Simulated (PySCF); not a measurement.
Compound: C₆H₈O₂.
Geometry (PBE0-D3(BJ)/def2-SVP, Å), atoms numbered from 1 in this order:
```
atom  x, y, z in Å
C1     3.7841    0.5102    0.4563
C2     2.7309    0.0132   -0.1853
O3     1.4643    0.2639    0.2599
C4     0.4217   -0.2609   -0.4361
O5     0.5589   -0.9210   -1.4327
C6    -0.8527    0.0984    0.2068
C7    -2.0131   -0.3249   -0.3119
C8    -3.3628   -0.0390    0.2372
H9     4.7886    0.2984    0.0891
H10    3.6657    1.1277    1.3490
H11    2.7786   -0.6106   -1.0813
H12   -0.8031    0.7114    1.1106
H13   -1.9511   -0.9365   -1.2209
H14   -3.3209    0.5861    1.1401
H15   -3.9875    0.4708   -0.5152
H16   -3.8866   -0.9777    0.4840
```

Method: PySCF 2.14.0, PBE0-D3(BJ)/def2-SVP geometry optimisation, gas phase.

Take the most abundant isotopes and a rigid rotor. The values belong to one conformer with, in the numbering `[CH2:1]=[CH:2][O:3][C:4](=[O:5])/[CH:6]=[CH:7]/[CH3:8]`, C1–C2–O3–C4 180°, C2–O3–C4–O5 -1°, O3–C4–C6–C7 180°.

(1) Give the principal moments of inertia and the rotational constants in MHz.

(2) Classify the top.

(3) What does the inertial defect say?

(4) Predict some low-J microwave lines.

## Answers

(1) Ia = 67.36, Ib = 578.38, Ic = 642.60 u·Å²; 505379 MHz·u·Å²/I gives A = 7502, B = 873.8, C = 786.5 MHz.

(2) A near-prolate asymmetric top. Ray's parameter κ = (2B − A − C)/(A − C) = -0.974; −1 is the prolate and +1 the oblate limit.

(3) Not planar: Δ = Ic − Ia − Ib = -3.15 u·Å². For a rigid frame Δ = −2 Σ m c², so Σ m c² = 1.57 u·Å² lies off the ab plane: 1.57 from hydrogen and 0.01 from heavier atoms. The atom farthest from that plane is 0.90 Å away.

(4) The dipole components are |μa| = 1.59 D, |μb| = 1.43 D, |μc| = 0.03 D. Intensities carry the squares of the components, which stand as 1.00 : 0.81 : 0.00 (a : b : c). Some lines, for components of 0.1 D or more:

| type | branch | J(Ka,Kc) | MHz | lower level (cm⁻¹) |
| --- | --- | --- | --- | --- |
| a | Q | 3(1,2) ← 3(1,3) | 524 | 0.546 |
| a | R | 1(0,1) ← 0(0,0) | 1660 | 0.000 |
| a | R | 3(0,3) ← 2(0,2) | 4977 | 0.166 |
| a | R | 3(2,2) ← 2(2,1) | 4981 | 1.056 |
| a | R | 3(2,1) ← 2(2,0) | 4984 | 1.056 |
| a | R | 3(1,2) ← 2(1,1) | 5111 | 0.393 |
| a | R | 4(1,4) ← 3(1,3) | 6465 | 0.546 |
| a | R | 4(0,4) ← 3(0,3) | 6632 | 0.332 |
| a | R | 4(2,3) ← 3(2,2) | 6640 | 1.223 |
| b | Q | 2(1,1) ← 2(0,2) | 6804 | 0.166 |
| b | Q | 4(1,3) ← 4(0,4) | 7119 | 0.553 |
| b | R | 1(1,1) ← 0(0,0) | 8289 | 0.000 |
| b | R | 3(1,3) ← 2(0,2) | 11391 | 0.166 |
| b | Q | 3(2,1) ← 3(1,2) | 19760 | 0.564 |
| b | Q | 2(2,1) ← 2(1,2) | 20148 | 0.384 |
| b | Q | 3(2,2) ← 3(1,3) | 20279 | 0.546 |
| b | Q | 4(2,3) ← 4(1,4) | 20455 | 0.762 |
| b | R | 4(2,2) ← 3(1,3) | 26933 | 0.546 |
| b | Q | 3(3,0) ← 3(2,1) | 33358 | 1.223 |
| b | Q | 4(3,2) ← 4(2,3) | 33364 | 1.444 |
| b | R | 3(3,0) ← 2(2,1) | 38343 | 1.056 |
| b | R | 4(3,2) ← 3(2,1) | 40000 | 1.223 |
| b | R | 4(3,1) ← 3(2,2) | 40005 | 1.223 |
| b | Q | 4(4,0) ← 4(3,1) | 46705 | 2.557 |
| b | Q | 4(4,1) ← 4(3,2) | 46705 | 2.557 |
| b | R | 4(4,0) ← 3(3,1) | 53347 | 2.335 |

No frequency check. Zero-point vibration and centrifugal distortion are left out. A rigid rotor knows nothing of internal rotation, which can split or shift real lines.

Hardware: one thread, INTEL XEON PLATINUM 8581C at 2.10 GHz (x86_64) (shared host). Cost: 81 s of wall time, 0.58 GiB resident at most. That covers the optimisation of the geometry.
